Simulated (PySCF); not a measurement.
## Dipole moment and polarisability of `C/N=C/C[N](C)[GeH3]`

Species: C4H12GeN2.
SMILES with atom numbers: `[CH3:1]/[N:2]=[CH:3]/[CH2:4][N:5]([CH3:6])[GeH3:7]` (hydrogens: H8, H9, H10 on C1; H11 on C3; H12, H13 on C4; H14, H15, H16 on C6; H17, H18, H19 on Ge7)

Cartesian coordinates in Å at the PBE0-D3(BJ)/def2-SVP level; atoms count from 1:
```xyz
19
C4H12GeN2 angstrom
C      2.6826    0.5271    0.6456
N      1.3129    0.3963    0.2466
C      1.0343   -0.0194   -0.9122
C     -0.3936   -0.1295   -1.3836
N     -1.4057   -0.0540   -0.3707
C     -1.5896   -1.2708    0.3838
Ge    -1.5869    1.5227    0.5790
H      2.8672   -0.0866    1.5422
H      3.4108    0.2367   -0.1380
H      2.8808    1.5704    0.9410
H      1.8255   -0.2845   -1.6491
H     -0.5420    0.6689   -2.1377
H     -0.5042   -1.0747   -1.9504
H     -1.8019   -2.1168   -0.2953
H     -0.7170   -1.5513    1.0089
H     -2.4597   -1.1753    1.0535
H     -0.9476    1.4896    1.9814
H     -0.9888    2.6417   -0.2903
H     -3.1058    1.7563    0.7635
```

Level: CAM-B3LYP/def2-SVPD (PySCF), static field, nuclei fixed, core orbitals frozen in the response. The polarisability tensor in these axes (au):

```
x   104.72  -0.08   0.66
y    -0.08  90.69   6.55
z     0.66   6.55  95.62
```

Q: What are the eigenvalues, a third of the trace, and Δα (Δα² = ½Σ(αi − αj)² over the three pairs)?

A: Principal values 86.14, 100.11 and 104.78 au; mean 97.01 au = 14.38 Å³ = 16.00 × 10⁻⁴⁰ C²·m²/J; Δα = 16.80 au (17 % of the mean).

Q: What is the dipole moment, and where does it point?

A: (1.74, -0.76, -0.94) D, 2.12 D in size, pointing from the negative to the positive side. Measured along this direction, the outermost atoms are H19 at the negative end and H9 at the positive end.

Q: What depolarisation ratio follows for Rayleigh scattering of linearly polarised light, taking the static tensor?

A: ρ = 3Δα²/(45ᾱ² + 4Δα²) = 846.4/(423506 + 1128.5) = 0.00199.

Q: Find the Langevin capture rate constant for NO+ (29.998 u) meeting this molecule (162.021 u), k = 2.342 × 10⁻⁹ cm³/s × √(α in Å³ / reduced mass in u).

A: The reduced mass is 25.31 u, so k = 1.76 × 10⁻⁹ cm³/s. The formula leaves out the permanent dipole, which adds to the capture rate.

Q: How large is μ²/3kT at 298 K beside α?

A: In Gaussian units μ²/3kT = 36.35 Å³ against 14.38 Å³, a ratio of 2.53; the Debye molar polarisation (4π/3)N_A(α + μ²/3kT) is 128.0 cm³/mol, leaving out the vibrational part.

One conformer (not necessarily the lowest) at the PBE0-D3(BJ)/def2-SVP geometry, without solvent, vibrations or thermal averaging. The calculation is non-relativistic, for germanium too.
